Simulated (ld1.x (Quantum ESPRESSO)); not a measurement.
# Building the ultrasoft potential for Ta (Z = 73) (Wu–Cohen, scalar-relativistic).

* Element: tantalum
* Generator: ld1.x (Quantum ESPRESSO) 7.5
* Type: ultrasoft
* Functional: Wu–Cohen
* Relativity: scalar-relativistic
* Frozen core: [Xe] 4f14
* Valence charge: 5
* Reference configuration: 5d3 6s1 6p1
* Partial waves: 6s (bound): rcut 1.95, rcutus 2.65 bohr; 6s channel at 2.1 Ry: rcut 1.95, rcutus 2.65 bohr; 6p (bound): rcut 3.00, rcutus 3.90 bohr; 6p channel at 0.4 Ry: rcut 3.00, rcutus 3.90 bohr; 5d (bound): rcut 1.65, rcutus 1.95 bohr; 5d channel at 1.05 Ry: rcut 1.65, rcutus 1.95 bohr
* Local potential: all-electron potential smoothed inside 2.50 bohr (lloc = -2)
* Core correction: Bessel-smoothed model core inside 1.05 bohr
* Augmentation charge: PSQ, inside the norm-conserving radii

Poles of the logarithmic derivatives, all-electron (AE) and pseudo (PS). s: poles at -0.2, 2.8 (AE) and -0.2, 2.8 (PS) Ry. p: poles at 0.5, 3.7 (AE) and 0.5, 2.7, 4.9 (PS) Ry. d: poles at -0.3, 1.8 (AE) and -0.3, 1.8 (PS) Ry. Test radius 4.22 bohr.

* Cutoffs needed: 25 Ry and 30 Ry (the cutoffs (Ry, on a coarse ladder) from which the occupation-weighted sum of valence levels, in a spherical-Bessel basis at the reference potential, stays within 10 and 1 mRy of its value at 400 Ry)
* Ghost test: no extra level below or beside the all-electron valence levels (s, p, d, f tested) (spherical-Bessel basis up to 400 Ry, 20 bohr box)
* Largest excitation error: -980 meV (all-electron minus pseudo) for 5d1 6s0 6p0, out of 7 test configurations
* Lowest eigenvalue of the overlap operator: 0.54 (p channel)
* Density cutoff estimated by the generator: 146 Ry
